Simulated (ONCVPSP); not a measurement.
## Co (Z = 27): one change to an ONCV potential, before and after

| Property | Result |
| --- | --- |
| Element | Co |
| Generator | ONCVPSP 4.0.1 |
| Type | optimised norm-conserving Vanderbilt (ONCV) |
| Functional | LDA (Perdew-Wang 92) |
| Relativity | scalar-relativistic |
| Frozen core | [Ar] |
| Valence charge | 9 |
| Reference configuration | 3d7 4s1.5 (charge +0.5) |
| Partial waves | 4s: rc 2.45 bohr, ncon 4, nbas 9, qcut 3.1 1/bohr, 2 projectors, debl 3.8 Ha; p scattering state at 0.11 Ha: rc 2.40 bohr, ncon 3, nbas 8, qcut 4.1 1/bohr, 1 projector; 3d: rc 1.00 bohr, ncon 3, nbas 8, qcut 14.5 1/bohr, local |
| Local potential | the d channel |
| Core correction | Teter function fitted to the true core (icmod 2), fcfact 0.45 |

In the p channel the program set the typed energies aside and used 0.050 Ha.

All-electron outer shells of the reference configuration (LDA (PZ), scalar-relativistic, ld1.x):

```tsv
shell	level (eV)	outermost node (bohr)	outermost maximum (bohr)
3p	-69.77	0.28	0.68
3d	-12.68	–	0.66
4s	-9.25	0.96	2.23
```

Change: all radii but the core radius scaled by about 1.20 (s 2.94, p 2.88, d 1.20 bohr).

Cutoffs: the cutoffs (Ha) at which the residual kinetic energy of the hardest occupied pseudo-wave falls to 1 and 0.1 mHa per electron; they do not see the model core or the augmentation charge, which bear on the density cutoff. Errors are all-electron minus pseudo energies relative to the spin-unpolarised reference configuration.

Q: Predict the effect on cutoff, ghosts and configuration errors.

A: The potential gets softer (83 Ha and 93 Ha → 73 Ha and 83 Ha); both files keep a bound ghost (p, s); of the 4 tests that both files solve, the error grows in 3 and shrinks in 0 by more than 15 % and 0.3 meV (median size 12.5 → 25.3 meV). A larger radius leaves more room for a smooth pseudo-wave, so fewer plane waves are needed. More of the atom is replaced by a form fitted at one configuration, so other configurations suffer.

```tsv
quantity	base	changed
cutoff, loose	83 Ha	73 Ha
cutoff, tight	93 Ha	83 Ha
loose cutoff by channel	s 4.1 Ha, d 83 Ha	s 3.4 Ha, d 73 Ha
bound ghosts	s, p	s, p
GHOST(+) flags under 300 eV	s at 121.2 eV	s at 111.9 eV
error for 3d7 4s2, meV [ΔE -3.72 eV]	-0.5	-0.3
error for 3d7 4s1, meV [ΔE 5.57 eV]	-2.0	-2.9
error for 3d7 4s0, meV [ΔE 22.65 eV]	-23	-48
error for 3d5 4s0, meV [ΔE 114.50 eV]	-1091	-1439
rms error of d²Exc/dni dnj with the model core, mHa	5.22	5.13
```

 A true bound ghost makes a file unfit for plane-wave use even where its test errors are small: the radial tests pick states by their node count and pass the ghost by.
